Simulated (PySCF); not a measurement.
# One molecule, several mistakes: BGeH4NO

These are calculations, not measurements. They come from PySCF 2.14.0, an open-source quantum chemistry program, on an isolated molecule that a program drew, which may never have been made. The molecule is BGeH4NO (charge 0, singlet), drawn as the SMILES string `[BH2][Ge]([NH2])=[O]`.

Each row is a Hartree-Fock (HF) and frozen-core CCSD(T) single point in the cc-pVDZ basis, meant for a local HF minimum. Run 1 is clean. Each other run has one planted mistake out of seven kinds, and not every kind appears here: one electron removed, one electron added, multiplicity raised by two, geometry at a saddle point, minimal basis STO-3G, one bond length entered in bohr, all coordinates scaled. The reference is restricted for singlets and unrestricted otherwise, and also for a bond in bohr. Adding or removing an electron swaps singlet and doublet. Electrons count all cores. HOMO and LUMO are orbital energies over both spins, the gradient is its largest component, and the lowest frequency (negative if imaginary) is given only where the gradient is small. Bond lengths are over the 7 bonds as drawn. T1 is the CCSD diagnostic: over 0.02 (restricted) or 0.045 (unrestricted) a single reference is doubtful. Germanium has the cc-pVDZ-PP basis, with a core potential (ECP10MDF) in place of its 10 inner electrons, and its 3s, 3p and 3d shells are frozen in CCSD(T).

Geometry of the clean run:
```xyz
8
BGeH4NO, angstrom
B     0.6386   -1.0087   -1.1792
Ge    0.3558    0.8381   -0.2761
N    -1.3737    1.2404   -0.0984
O     1.5071    1.8611    0.2401
H     0.7256   -1.9955   -0.5116
H     0.7335   -1.0875   -2.3674
H    -2.1348    0.6633   -0.3956
H    -1.6659    2.1029    0.3201
```

```
run  electrons  basis functions  <S^2>  HOMO (eV)  LUMO (eV)  gradient (hartree/bohr)  lowest frequency (cm^-1)  mean bond (Å)  longest bond (Å)      T1  HF (hartree)  CCSD(T) (hartree)                 mistake
  1         56               85  0.000     -10.59       0.64                  1.2e-05                        92         1.4108             2.075  0.0236    -449.65256         -450.23231                no fault
  2         57               85  0.762      -1.39       7.93                  5.4e-02                         -         1.4108             2.075  0.0203    -449.66396         -450.25677      one electron added
  3         56               85  0.000     -10.39       0.42                  6.5e-02                         -         1.5209             2.237  0.0298    -449.60852         -450.21055  all coordinates scaled
  4         55               85  0.759     -17.35      -5.25                  1.1e-01                         -         1.4108             2.075  0.0247    -449.38426         -449.90304    one electron removed
  5         56               85  0.000     -10.53       0.03                  3.6e-05                      -102         1.4123             2.090  0.0249    -449.65108         -450.23273                       ?
  6         56               85  1.050      -7.75       1.42                  2.4e-02                         -         1.6173             3.070  0.0268    -449.55046         -450.07780                       ?
```

**Which mistake was planted in run 5, and what did it cost?**

The gradient is small, so the point is stationary, but the lowest frequency is imaginary (-102 cm^-1). So the mistake is: geometry at a saddle point. Subtracting run 1 and multiplying by 627.51 kcal/mol a hartree, the energy moved by 0.9 kcal/mol in HF and -0.3 kcal/mol in CCSD(T).

**Which mistake was planted in run 6, and what did it cost?**

The mean bond changes by a factor of 1.146 and the longest by 1.480, so the molecule wasn't scaled as a whole. A length L in bohr read as angstrom grows by (1/0.5292 - 1) L = 0.890 L. The 7 bonds together grew by 7 x 0.2065 = 1.445 Å, which gives L = 1.625 Å. That is bond Ge2-O4, 1.624 Å in the clean geometry. So the mistake is: one bond length entered in bohr. Subtracting run 1 and multiplying by 627.51 kcal/mol a hartree, the energy moved by 64.1 kcal/mol in HF and 97.0 kcal/mol in CCSD(T).

Cautions from the logs. Run 1: T1 is over the limit, so its CCSD(T) energy is less reliable; run 3: T1 is over the limit, so its CCSD(T) energy is less reliable; run 5: T1 is over the limit, so its CCSD(T) energy is less reliable.
